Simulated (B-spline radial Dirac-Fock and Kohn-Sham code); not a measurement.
Model: ΔSCF Dirac-Fock with Breit, self-energy and vacuum polarisation, finite nucleus, configuration average. Program: a radial finite-basis atomic code. Free neutral atoms.

Q: Order these X-ray lines by photon energy, lowest first.
A. Cu Kα1
B. Re Lγ1
C. Bi Lγ1
D. Ho Lβ4
E. Dy Lγ3
F. Yb Lβ3

A: D (7475.4 eV), A (8047.2 eV), F (8540.1 eV), E (8749.8 eV), B (11682.4 eV), C (15243.5 eV).

Values without a named source are computed, but for edge energies of neutral atoms, which are taken from tables.
